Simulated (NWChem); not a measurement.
Species: WOCl₄; SMILES [O]=[W]([Cl])([Cl])([Cl])[Cl]

```xyz
6

W      0.0000     0.0000     0.1456
O      0.0000     0.0000     1.8137
Cl     0.5622     2.1606    -0.4059
Cl    -0.5622    -2.1606    -0.4059
Cl    -2.1606     0.5622    -0.4059
Cl     2.1606    -0.5622    -0.4059
```
Atoms are numbered in this order, from 1.

The geometry was optimised at PBE0/def2-SVP. No frequency run checked for a minimum. def2 effective core potentials on W; no spin-orbit coupling.

Q: List the 4 lowest vertical singlet excitations from LDA (Slater exchange, VWN5)/def2-SVP with def2 effective core potentials on W, full TDDFT (NWChem).

A: 
```csv
state,energy (eV),oscillator strength,leading excitation (squared amplitude)
S1,2.62,0.000,HOMO → LUMO (0.99)
S2,2.78,0.000,HOMO−1 → LUMO (1.00)
S3,2.98,0.006,HOMO−4 → LUMO (0.45)
S4,2.98,0.006,HOMO−5 → LUMO (0.45)
```
